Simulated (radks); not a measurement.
Q: Valence configurations of the titanium ion Ti2+ (all share [Ar]). Calculated with a radial shooting solver on a logarithmic mesh with Libxc functionals: non-relativistic Kohn-Sham, LDA (Slater exchange, Perdew-Wang correlation), spin-polarised, spherical densities, point nucleus; open shells are filled with parallel spins first. Order these by energy: 3d1 4s1; 3d0.5 4s1 4p0.5; 3d1 4p1; 4s1 4p1; 4s2; 3d1.5 4p0.5; 3d1 4s0.5 4p0.5; 3d1.5 4s0.5; 3d2.

A: From the lowest, in eV above it: 3d2 0.000; 3d1.5 4s0.5 2.050; 3d1.5 4p0.5 4.386; 3d1 4s1 4.744; 3d1 4s0.5 4p0.5 7.175; 3d1 4p1 9.605; 3d0.5 4s1 4p0.5 10.742; 4s2 13.481; 4s1 4p1 17.817. NIST lists [Ar] 3d2 as the ground configuration; this level of theory agrees among the configurations tried. The energies are those of spherical high-spin densities, not of single terms.
